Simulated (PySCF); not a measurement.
**PBE on As (arsenic, neutral)**

Configuration: [Ar] 3d10 4s2 4p3, high-spin 4S determinant. All numbers are calculated (PySCF 2.14, the spin-free X2C one-electron Hamiltonian (Gaussian nucleus), in ANO-RCC-VTZP).

- Total energy: -2260.404 hartree
- One-electron energy: -3144.669 hartree
- Hartree (Coulomb) energy: 968.281 hartree
- Exchange-correlation energy: -84.017 hartree
- ⟨S²⟩: 3.7507
- ⟨L²⟩: 0.000
- Sum of ⟨r⟩: 24.67 bohr
- Sum of ⟨r²⟩: 40.76 bohr²
- Langevin diamagnetic susceptibility: -32.3 ×10⁻⁶ cm³/mol

| shell | electrons | mean orbital energy (eV) | rms radius, mean of both spins (bohr) |
| --- | --- | --- | --- |
| 1s α | 1 | -11707.8 | 0.0524 |
| 1s β | 1 | -11707.7 | 0.0524 |
| 2s α | 1 | -1486.8 | 0.220 |
| 2s β | 1 | -1486.8 | 0.220 |
| 2p α | 3 | -1304.2 | 0.196 |
| 2p β | 3 | -1304.1 | 0.196 |
| 3s α | 1 | -190.20 | 0.642 |
| 3s β | 1 | -190.07 | 0.642 |
| 3p α | 3 | -133.64 | 0.669 |
| 3p β | 3 | -133.48 | 0.669 |
| 3d α | 5 | -40.739 | 0.762 |
| 3d β | 5 | -40.486 | 0.762 |
| 4s α | 1 | -15.203 | 2.09 |
| 4s β | 1 | -12.897 | 2.09 |
| 4p α | 3 | -5.921 | 2.73 |

Densities and radii are taken from the X2C orbitals without a picture-change correction, which distorts them close to the nucleus.
